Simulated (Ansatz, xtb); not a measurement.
**BF2HOSi: where a starting geometry ends**

The starting geometry of this gas-phase singlet was built from a drawn formula by distance geometry; its bonds are those of `FB=[O+][SiH-]F`.

```xyz
6

B    -1.1602    0.7969    0.2333
F    -1.9012    1.8571    0.5404
F     0.3327   -1.9318   -2.1296
O    -0.2162    0.0360    0.0270
Si    0.4034   -1.4715   -0.4694
H     1.3666   -2.2492    0.3298
```

Predict what becomes of its bonds when it is optimised with r2SCAN-D4/def2-SVP.

It rearranges to `FB(F)O[SiH]`. Contacts that open: F3–Si5 (1.72 → 3.82 Å). Contacts that close: B1–F3 (3.91 → 1.32 Å).

The energy falls by 5.49 eV over 41 steps:

```json
{"step": "1", "E − E(last) (eV)": "5.494"}
{"step": "5", "E − E(last) (eV)": "2.288"}
{"step": "10", "E − E(last) (eV)": "1.955"}
{"step": "14", "E − E(last) (eV)": "1.937"}
{"step": "19", "E − E(last) (eV)": "1.713"}
{"step": "23", "E − E(last) (eV)": "0.435"}
{"step": "28", "E − E(last) (eV)": "0.077"}
{"step": "32", "E − E(last) (eV)": "0.024"}
{"step": "37", "E − E(last) (eV)": "0.002"}
{"step": "41", "E − E(last) (eV)": "0.000"}
```

Final geometry (Å):

| atom | x (Å) | y (Å) | z (Å) |
| --- | --- | --- | --- |
| B | -0.7599 | 0.3357 | -0.6445 |
| F | -1.0750 | 1.3720 | 0.1169 |
| F | -1.0728 | 0.3849 | -1.9300 |
| O | -0.1262 | -0.7298 | -0.1300 |
| Si | 0.1609 | -2.2162 | 0.5834 |
| H | 1.6982 | -2.1090 | 0.5357 |

From the same start GFN2-xTB ends elsewhere, in pieces: FHSi + BFO.

The end wasn't checked by frequencies. Run with Ansatz 0.2.0, 67 s on 1 thread of Intel(R) Xeon(R) 6975P-C (Granite Rapids), on a shared host.
